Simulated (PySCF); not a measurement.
## Exercise with solution: entropy of an ideal gas

GaH3, SMILES [GaH3].

Coordinates come from a PBE-D3(BJ)/def2-TZVPD optimisation. The isomer is the one that the SMILES or the coordinates give; other isomers of the formula were not compared.

PBE-D3(BJ)/def2-TZVPD in PySCF 2.14.0 gives the harmonic wavenumbers 700, 732, 732, 1909, 1921, 1921 cm⁻¹ and the rotational temperatures 6.4498, 6.4498, 3.2249 K. The molar mass is 72.75 g/mol, the symmetry number 6, the spin multiplicity 1.

Task: Work out the entropy at 298.15 K and 1 atm in the rigid-rotor, harmonic-oscillator model.

Result: 
Translation (Sackur–Tetrode at 1 atm): S = R[1.5 ln M + 2.5 ln T − 1.16487] = 162.2 J/(mol K).
Rotation: q = (√π/σ) T^1.5/√(θA θB θC) = 131, S = R[ln q + 3/2] = 53.0 J/(mol K).
Vibration: with u = 1.4388 ν/T, each mode gives R[u/(e^u − 1) − ln(1 − e^−u)]:
```tsv
ν (cm⁻¹)	modes	u	S (J/(mol K))
700	1	3.38	1.28
732	2	3.53	2.26
1909	1	9.21	0.01
1921	2	9.27	0.02
```
These are all the modes. Sum 3.6 J/(mol K).
Spin: R ln 1 = 0.0 J/(mol K).
Total 218.8 J/(mol K); the program's own thermochemistry gives 218.8. Translation makes up 74 % and vibration 2 %. Anharmonicity, hindered rotation and orbital degeneracy are left out.
